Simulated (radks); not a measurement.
Sr10+, 28 electrons, occupied as [Ar] 3d10. All-electron calculation, non-relativistic Kohn-Sham, Slater X-alpha with alpha = 0.552, spin-polarised, spherical densities, point nucleus; relativity is left out, which matters for an element this heavy. Program: a radial shooting solver on a logarithmic mesh with Libxc functionals.

Normalised radial functions P(r) = r R(r), r in bohr:

r              3s       3p      3d
0.00186    0.1033   0.0021  0.0000
0.002624   0.1414   0.0040  0.0000
0.003672   0.1899   0.0077  0.0000
0.005179   0.2523   0.0150  0.0001
0.007306   0.3265   0.0286  0.0004
0.01031    0.4063   0.0538  0.0010
0.01442    0.4747   0.0974  0.0027
0.02034    0.5055   0.1731  0.0069
0.02869    0.4506   0.2937  0.0176
0.04047    0.2560   0.4659  0.0429
0.05664   -0.0934   0.6648  0.0977
0.07989   -0.5446   0.8240  0.2117
0.1127    -0.8575   0.7863  0.4189
0.159     -0.6898   0.3792  0.7364
0.2224     0.0850  -0.3852  1.1049
0.3138     1.1098  -1.2094  1.3895
0.4426     1.5908  -1.5390  1.3918
0.6243     1.2212  -1.1883  1.0664
0.8736     0.5457  -0.5731  0.5967
1.232      0.1221  -0.1485  0.2093
1.738      0.0110  -0.0168  0.0380

3s: eigenvalue -484.00 eV, 2 radial nodes at r = 0.0524, 0.216 bohr, <r> = 0.503 bohr, 90 % of the charge inside 0.745 bohr. 3p: eigenvalue -416.84 eV, 1 radial node at r = 0.191 bohr, <r> = 0.502 bohr, 90 % of the charge inside 0.760 bohr. 3d: eigenvalue -295.03 eV, 0 radial nodes, <r> = 0.489 bohr, 90 % of the charge inside 0.788 bohr.
